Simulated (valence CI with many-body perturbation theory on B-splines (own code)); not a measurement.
## Energy levels of Re LV

Method: valence CI with perturbative core correlation (CI+MBPT): three valence electrons over a frozen Dirac-Fock core [Ar], a basis of 9 s, 9 p, 10 d, 8 f, 5 g, 3 h, 1 i functions for each j, with the one-electron correlation potential Σ1 (screened to all orders), the two-electron term Σ2, the three-electron term Σ3, Breit, model QED; selected single and double excitations, second order for the rest (own B-spline code, finite nucleus).

The last digits are not significant, and no measured levels were compared; by estimate large intervals hold to a few tenths of a per cent, small ones and those within an open d or f shell to about a per cent. The list stops below the first excitations out of the core. Only levels of the ground parity were solved; by the run's estimate the other parity begins above the list, which can be wrong where configurations are misplaced.

Levels 1 to 17 of 17, with energies above the lowest level, (3d3/2^3) J=3/2. "Leading %" is the weight of the configuration and term that name the level; weights of strongly mixed levels are sums over their largest components and can fall short. In the jj column 3d3/2^4 stands for four electrons in 3d with j = 3/2. Lifetimes count E1, E2, E3, M1 and M2 decay at the calculated energies, and are blank where another channel may lead or the interval is too uncertain; long ones can be off by a factor of two.

```tsv
No.	Configuration	Term	J	E (cm⁻¹)	Leading %	Lifetime	g	Leading jj
1	3d³	⁴F	3/2	0	43		0.723	3d3/2^3 (99 %)
2	3d³	⁴F	5/2	567280	81	237 ns	1.052	3d3/2^2 3d5/2 (99 %)
3	3d³	⁴P	3/2	618780	38	295 ns	1.164	3d3/2^2 3d5/2 (99 %)
4	3d³	²H	9/2	648400	47		1.030	3d3/2^2 3d5/2 (99 %)
5	3d³	²G	7/2	650070	50	139 μs	1.033	3d3/2^2 3d5/2 (98 %)
6	3d³	⁴P	1/2	662870	57	792 ns	1.798	3d3/2^2 3d5/2 (100 %)
7	3d³	²D	5/2	856230	45	2.53 μs	1.231	3d3/2^2 3d5/2 (97 %)
8	3d³	⁴F	7/2	1205600	67	134 ns	1.118	3d3/2 3d5/2^2 (99 %)
9	3d³	⁴F	9/2	1243500	50	227 ns	1.128	3d3/2 3d5/2^2 (98 %)
10	3d³	⁴P	3/2	1286900	40	114 ns	1.103	3d3/2 3d5/2^2 (100 %)
11	3d³	²P	1/2	1311100	57	175 ns	1.516	3d3/2 3d5/2^2 (100 %)
12	3d³	²H	11/2	1321100	100	578 ns	1.079	3d3/2 3d5/2^2 (100 %)
13	3d³	²D	5/2	1323300	40	215 ns	1.292	3d3/2 3d5/2^2 (96 %)
14	3d³	²F	5/2	1396600	44	346 ns	1.090	3d3/2 3d5/2^2 (98 %)
15	3d³	²F	7/2	1399300	78	443 ns	1.083	3d3/2 3d5/2^2 (99 %)
16	3d³	²D	3/2	1566200	79	235 ns	0.879	3d3/2 3d5/2^2 (97 %)
17	3d³	²G	9/2	1881800	49	114 ns	1.160	3d5/2^3 (99 %)
```

The ionisation energy to 3d² ³F2 of the next ion comes out as 5237.7 eV (NIST: 5236 ± 5 eV (theoretical)). All 17 levels together are meant to be complete up to 1904700 cm⁻¹.
